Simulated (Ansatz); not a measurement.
```xyz
7

N    -0.9504    0.8104    0.1453
Sn    0.5566   -0.4767   -0.0837
F     1.2654   -0.1160   -1.8374
H    -1.8854    0.4357    0.1852
H    -0.8397    1.5471    0.8244
H     0.0015   -2.0792   -0.1911
H     1.8520   -0.1213    0.9573
```

Total charge 0; spin multiplicity 1. Sn: def2 effective core potential.

(1) List the r2SCAN/def2-TZVPP orbital energies in eV (the Gaussian-basis code of Ansatz). (An estimate is asked.)

## Answers

(1) The calculation gave: Occupied: -664.46, -385.12, -137.57, -92.43, -92.37, -92.36, -29.44, -26.95, -26.84, -26.73, -26.71, -26.32, -21.83, -13.44, -12.46, -9.86, -9.59, -9.40, -8.51, -8.17, -6.54. Lowest empty: -0.75, -0.53, -0.03, 1.76, 2.16, 2.33, 3.73, 3.80.
